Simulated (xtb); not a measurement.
C7H2F4N2O2, SMILES Fc1ccc(-c2nnc(C(F)(F)F)o2)o1. All values are semi-empirical tight-binding results from xtb (GFN2-xTB unless named), good for trends rather than for accurate numbers. Geometry optimised at GFN2-xTB. The structure was generated by enumeration, and PubChem lists no compound with its InChIKey, so it may never have been made. Other conformers were not sampled.

Q: Estimate the properties. (An estimate is asked for; the answer gives what the named calculation found.)

A: 
```yaml
point_group_as_xtb_finds_it: Cs
orbital_gap: 3.17 eV
dipole_moment: 4.53 D
zero_point_energy: 56.5 kcal/mol
G − E(el) at 298.15 K (modified RRHO): 31.6 kcal/mol
static polarisability (D4 model): 101.9 bohr³
solvation energy, GFN2-xTB/ALPB(water): -4.3 kcal/mol
solvation energy, GFN2-xTB/ALPB(chcl3): -7.7 kcal/mol
```

Q: Give the IR lines (harmonic; lines under 4 % of the strongest left out, lines within 3 cm⁻¹ merged). (An estimate is asked for; the answer gives what the named calculation found.)

A: ν (cm⁻¹): 652 (w), 691 (w), 818 (w), 982 (w), 991 (w), 999 (m), 1032 (w), 1055 (s), 1079 (m), 1095 (m), 1116 (s), 1286 (m), 1315 (m), 1376 (w), 1543 (w), 1552 (vs), 1607 (m) (against the strongest line: vs over 80 %, s over 45 %, m over 15 %, w over 4 %, vw less)
